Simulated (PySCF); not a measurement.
Computed properties of C3H5NOSi, SMILES O=C[SiH2]CC#N

C₃H₅NOSi, SMILES N#CC[SiH2]C=O. The structure is a stationary point at B3LYP-D3(BJ)/def2-SVP. This is a generated structure with no PubChem entry under its InChIKey; it may be hypothetical. The values are those of a single conformer. All values are computed for the isolated molecule unless a solvent is named; none is compared with measurement here.

**Structure.** The optimised structure has Cs symmetry. All 27 harmonic modes at B3LYP-D3(BJ)/def2-SVP (PySCF) are real, so it is a minimum. With heavy atoms numbered as in [N:1]#[C:2][CH2:3][SiH2:4][CH:5]=[O:6], the shortest bond between them is N1–C2 at 1.160 Å and the longest Si4–C5 at 1.936 Å.

**Vibrations.** The strongest infrared lines (harmonic, unscaled, degenerate partners summed) lie at 2822 cm⁻¹ (162 km/mol, H 92 %), 845 cm⁻¹ (139 km/mol, H 67 %, Si 19 %, C 13 %), 1780 cm⁻¹ (110 km/mol, C 57 %, O 42 %). The softest mode is at 32 cm⁻¹ and the zero-point energy is 44.6 kcal/mol.

**Electronic structure.** B3LYP/def2-TZVP (PySCF) places the frontier levels at -7.40 and -2.40 eV, a gap of 5.00 eV, and gives a dipole moment of 3.69 D and a mean polarisability of 67.8 bohr³. PBE/def2-TZVP (PySCF) at the same geometry gives -6.15 and -3.31 eV, so its gap is 2.16 eV narrower. An orbital gap is neither the optical nor the fundamental gap.

**Excitations.** TDDFT-CAM-B3LYP/def2-SVPD (PySCF) has S1 at 3.26 eV (381 nm, f = 0.000, dark); the most intense of the 10 singlets computed lies at 7.67 eV (f = 0.07). T1 (TDA) is at 2.58 eV. TDDFT-PBE/def2-SVPD (PySCF) puts S1 at 3.13 eV. No vertical singlet excitation falls in the visible range (under 3.1 eV).

**NMR.** GIAO shifts at B3LYP/pcSseg-1 (PySCF) (non-relativistic, atoms alike by connectivity averaged): ¹³C from -2.4 to 245.0 ppm against TMS; ¹H from 1.9 to 12.2 ppm against TMS; ²⁹Si at -51.3 ppm against TMS.

**Solvation.** SMD-B3LYP/6-31G* (PySCF) gives -3.9 kcal/mol in water, -6.2 kcal/mol in 2-propanol, -6.0 kcal/mol in diethylether (1 M in both phases, gas-phase geometry).
